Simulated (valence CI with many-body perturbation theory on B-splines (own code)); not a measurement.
## Nb XXXV in brief

Method: relativistic CI+MBPT: five valence electrons over a frozen Dirac-Fock core [He], a basis of 9 s, 9 p, 8 d, 6 f, 3 g, 1 h functions for each j, with the one-electron correlation potential Σ1, the two-electron term Σ2, the three-electron term Σ3, Breit, model QED; selected CI, second order for the rest, scaled by the run's own slope (own B-spline code, finite nucleus).

No measured spectrum was set against this ion. As an estimate, large intervals hold to a few tenths of a per cent, small ones and those within an open d or f shell to about a per cent. Among the levels kept, up to 5800 cm⁻¹ of a level comes from second order outside the variational space, and about a tenth of that is noise between levels of different J, which matters for small intervals.

Levels are named by their leading jj configuration (3d3/2^4 stands for four electrons in 3d with j = 3/2), which in mixed levels can hold well under half, so a name can repeat and another be missing.

Rates and lifetimes use the calculated energies. Strong lines usually hold to 10 to 20 %, long lifetimes can be off by a factor of two.

What is the ground level?

(2s^2 2p1/2^2 2p3/2) J=3/2, composition 41 % 2s²2p³ ²P° + 37 % 2s²2p³ ⁴S° + 22 % 2s²2p³ ²D°, g = 1.453.

Among levels below 2796.4 eV, which E1 lines absorb most strongly from the ground level?

to (2s^2 2p1/2^2 3d5/2) J=5/2 at 0.4665 nm, f = 0.410; to (2s^2 2p1/2 2p3/2 3d3/2) J=3/2 at 0.4495 nm, f = 0.384; to (2s^2 2p1/2 2p3/2 3d3/2) J=5/2 at 0.4498 nm, f = 0.339.

What is the ionisation energy?

4542.5 eV; NIST lists 4540 ± 30 eV (semi-empirical).

Name the longest-lived excited levels whose lifetime is computed, and their main decay.

(2s^2 2p1/2 2p3/2^2) J=5/2 at 103.4 eV lives 723 ns, mostly by M1 to (2s^2 2p1/2^2 2p3/2) J=3/2; (2s^2 2p1/2 2p3/2^2) J=1/2 at 123.6 eV lives 138 ns, mostly by M1 to (2s^2 2p1/2^2 2p3/2) J=3/2; (2s^2 2p1/2 2p3/2^2) J=3/2 at 88.0 eV lives 132 ns, mostly by M1 to (2s^2 2p1/2^2 2p3/2) J=3/2.

What are the static dipole polarisabilities of the lowest levels?

(2s^2 2p1/2^2 2p3/2) J=3/2 0.00141 (tensor 0.00021); (2s^2 2p1/2 2p3/2^2) J=3/2 0.00169 (tensor 0.00011); (2s^2 2p1/2 2p3/2^2) J=5/2 0.00157 (tensor 0.00011) bohr³, of which the core gives 3.00e-06.

Where does the other parity begin?

At (2s 2p1/2^2 2p3/2^2) J=5/2, 237.6 eV.

How well does LS coupling describe the low levels?

Among the lowest 20 levels the leading LS term, summed over configurations, holds 65 % on average. For single configurations the figures are 65 % in LS and 95 % in jj coupling. Terms mix most in the J = 3/2 level at 2596.1 eV, where the leading one holds 28 %.
